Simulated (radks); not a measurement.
Effect of the nuclear size on the selenium ion Se3+, [Ar] 3d10 4s2 4p1. Method: Dirac Kohn-Sham, BLYP, spin-unpolarised, spherical densities, finite nucleus; open shells are shared between the two j in proportion to 2j + 1; Fermi nuclear charge, rms radius 4.14 fm; computed with a radial shooting solver on a logarithmic mesh with Libxc functionals. The rms radius is varied about that value; shifts are against it.

rms radius (fm) = 3.6639: total energy shift (eV) -0.101; density at nucleus (e/bohr^3) 4.013e+04; 1s1/2 shift (meV) -42.9; 2s1/2 shift (meV) -4.26; 3p1/2 shift (meV) 0.072; 4s1/2 shift (meV) -0.071
rms radius (fm) = 3.7922: total energy shift (eV) -0.0751; density at nucleus (e/bohr^3) 4.004e+04; 1s1/2 shift (meV) -31.8; 2s1/2 shift (meV) -3.16; 3p1/2 shift (meV) 0.053; 4s1/2 shift (meV) -0.053
rms radius (fm) = 4.14: total energy shift (eV) 0; density at nucleus (e/bohr^3) 3.978e+04; 1s1/2 shift (meV) 0.000; 2s1/2 shift (meV) 0.000; 3p1/2 shift (meV) 0.000; 4s1/2 shift (meV) 0.000
rms radius (fm) = 4.3967: total energy shift (eV) 0.0593; density at nucleus (e/bohr^3) 3.961e+04; 1s1/2 shift (meV) 25.2; 2s1/2 shift (meV) 2.50; 3p1/2 shift (meV) -0.042; 4s1/2 shift (meV) 0.042
rms radius (fm) = 4.7569: total energy shift (eV) 0.148; density at nucleus (e/bohr^3) 3.939e+04; 1s1/2 shift (meV) 62.8; 2s1/2 shift (meV) 6.24; 3p1/2 shift (meV) -0.105; 4s1/2 shift (meV) 0.104

Slopes of the eigenvalues against <r^2> in GHz/fm^2, as finite differences over the two radii next to the reference (eigenvalue slopes, not the field-shift constants of lines): 1s1/2 2780, 2s1/2 277, 3p1/2 -4.65, 4s1/2 4.60.
